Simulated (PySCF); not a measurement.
**GaH: from constants to spectrum**

RHF-CCSD(T) constants of GaH, ¹Σ⁺ (singlet), closed shell (Ga x2c-TZVPPall, H x2c-TZVPPall; spin-free X2C with a Gaussian nucleus (PySCF 2.14); masses 68.9256 and 1.0078 u):

| Quantity | Value |
| --- | --- |
| ωe | 1611.0 cm⁻¹ |
| ωexe | 25.5 cm⁻¹ |
| Be | 6.1553 cm⁻¹ |
| αe | 0.180 cm⁻¹ |
| D (centrifugal) | 0.000359 cm⁻¹ |
| De to Ga + H | 2.97 eV |

(1) Give the band origin of the fundamental and the first lines of its P and R branches.

(2) Near which J would the R branch turn back, without centrifugal distortion?

Correlated steps freeze 9 core orbitals. Where the molecule has an RHF reference, its open-shell atoms are computed with UHF.

## Answers

(1) ν0 = ωe − 2ωexe = 1560.0 cm⁻¹, B0 = 6.0653, B1 = 5.8853 cm⁻¹.

```json
{"J″": "0", "P(J″) − ν0": "", "R(J″) − ν0": "11.769"}
{"J″": "1", "P(J″) − ν0": "-12.129", "R(J″) − ν0": "23.170"}
{"J″": "2", "P(J″) − ν0": "-24.610", "R(J″) − ν0": "34.193"}
{"J″": "3", "P(J″) − ν0": "-37.433", "R(J″) − ν0": "44.830"}
{"J″": "4", "P(J″) − ν0": "-50.590", "R(J″) − ν0": "55.074"}
{"J″": "5", "P(J″) − ν0": "-64.073", "R(J″) − ν0": "64.913"}
{"J″": "6", "P(J″) − ν0": "-77.873", "R(J″) − ν0": "74.342"}
```

(2) At J ≈ (B0 + B1)/(2(B0 − B1)) − 1 ≈ 32.
